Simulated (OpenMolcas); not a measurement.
# C: from CASSCF to CASPT2

```json
{
  "Program": "OpenMolcas",
  "Basis": "ANO-RCC-VQZP [5s4p3d2f1g]",
  "Scalar Hamiltonian": "DKH2, point nucleus",
  "Active space": "4 electrons in 4 orbitals (2s 2p)",
  "State averaging": "2S+1 = 3 even, 3 roots; 2S+1 = 1 even, 6 roots; 2S+1 = 5 odd, 1 root; 2S+1 = 3 odd, 8 roots",
  "Spin-orbit coupling": "RASSI with atomic mean-field integrals over the reference wave functions, term energies averaged over their components"
}
```

Methods on the same reference wave functions:
A. CASSCF
B. SS-CASPT2, IPEA 0.25 Eh, imaginary shift 0.1 Eh (closed shells correlated: 1s)

Energies in cm⁻¹ above 2s² 2p² ³P₀, the measured ground level; measured values from NIST Handbook of Basic Atomic Spectroscopic Data.

| Level | A | B | Measured |
| --- | --- | --- | --- |
| 2s² 2p² ³P₀ | 0.0 | 0.0 | 0.0 |
| 2s² 2p² ³P₁ | 15.1 | 15.1 | 16.4 |
| 2s² 2p² ³P₂ | 45.1 | 45.1 | 43.4 |
| 2s² 2p² ¹D₂ | 12734 | 9680 | 10193 |
| 2s² 2p² ¹S₀ | 21129 | 20020 | 21648 |
| 2s 2p³ ⁵S°₂ | 23554 | 31170 | 33735 |
| 2s 2p³ ³D°₂ | 68543 | 61740 | 64091 |
| 2s 2p³ ³D°₁ | 68543 | 61740 | 64090 |
| 2s 2p³ ³D°₃ | 68543 | 61740 | 64087 |
| 2s 2p³ ³P°₀ | 81026 | 75250 | 75256 |
| 2s 2p³ ³P°₁ | 81026 | 75250 | 75254 |
| 2s 2p³ ³P°₂ | 81026 | 75250 | 75255 |

Deviations, from unrounded energies. A percentage is the sum of absolute deviations over the sum of measured energies, with the sign that they share, or ± where signs differ.

```
                        Against measurement  Levels     A     B
             mean absolute deviation (cm-1)      11  4000  1100
      fine structure of the ground term (%)       2  ±5.0  ±5.0
other terms of the ground configuration (%)       2  ±9.6  -6.7
                   other configurations (%)       7  ±9.0  -2.1
```

B lies closest to measurement on these levels. The largest miss of B in the table is 2s 2p³ ⁵S°₂, by -2600 cm-1. The ranking rests on the paired levels alone, and a cruder setting can come out closer through cancelling errors.

From A to B the spin-free energies of the other terms of 2s² 2p² shown, above ³P, scale by factors of 0.76 to 0.95.

The lowest spin-free term lies below A's lowest term by 0.084 hartree in B.

CASPT2 does not keep the components of a term degenerate, so their means are used; among the terms shown or strongly mixed into the levels shown the widest spread is 260 cm-1 (2s 2p³ ³D°, B). Over all roots computed the reference weight is 0.93 to 0.99 in B; the roots of lowest weight are the least certain, and an intruder state may touch them. Without dynamic correlation excited terms often stand tens of per cent too high (terms of higher spin than the ground term too low), and those without a measured partner can miss by more than the paired ones (holds for A). Computed and measured levels are paired by configuration, term and J; levels that our copy of the source lacks, or whose pairing is in doubt (as where it misses far off the trend of its configuration), stay unpaired and out of the deviations. Only configurations of the active space appear.

° marks odd parity.
